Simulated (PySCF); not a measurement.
C₃H₇FSi, SMILES C=CC[SiH2]F at its GFN2-xTB optimised geometry (Å):

```
12

C      1.1844    -0.5809     0.0000
C     -0.1363    -0.5809     0.0000
C     -0.9834     0.6463     0.0000
Si    -1.8216     0.9073     1.6905
F     -2.7322    -0.3915     1.9791
H      1.7503     0.3368    -0.0219
H      1.7560    -1.4929     0.0140
H     -0.6798    -1.5163     0.0251
H     -0.3766     1.5163    -0.2522
H     -1.7560     0.5506    -0.7664
H     -2.7645     2.0162     1.6634
H     -0.8680     0.9415     2.7876
```

Calculation: PySCF with PBE0/def2-TZVP.

Map of the log10 of the electron density (e/bohr³), floored at −4 on the plane z = 1.2 Å:

```
|                         |
|  .....                  |
| .:---::.                |
|:-==+==-:..              |
|:=+***+=--:..            |
|-+*###*++=--:.           |
|-+*%%%#**++=-:.          |
|-+*%%%%##**+=-:...       |
|-=*#%%%%%#*+=-:::::.     |
|-=+*#%@@%%#*+=-----:.    |
|-=+*##@@%%#*+======-:.   |
|-=*##%%%%##*++++++=-:.   |
|=+#%%%####*******++=:.   |
|=+#%%%#**********++=-.   |
|-+#%%%*+++********+=-.   |
|-=*##**==++******++=-.   |
|:-=+++====++++++++==:.   |
| :--=----==+====+==-:.   |
|  .::::::-==----==--:    |
|       .::::::::::::.    |
|         ..........      |
|                         |
|                         |
|                         |
|                         |
```
Scale: ten equal steps from -4.00 (start of ' ') to -0.616 (end of '@'), in the order ' .:-=+*#%@'; x runs from -4.00 to 4.00, y from -4.00 (bottom) to 4.00 (top).
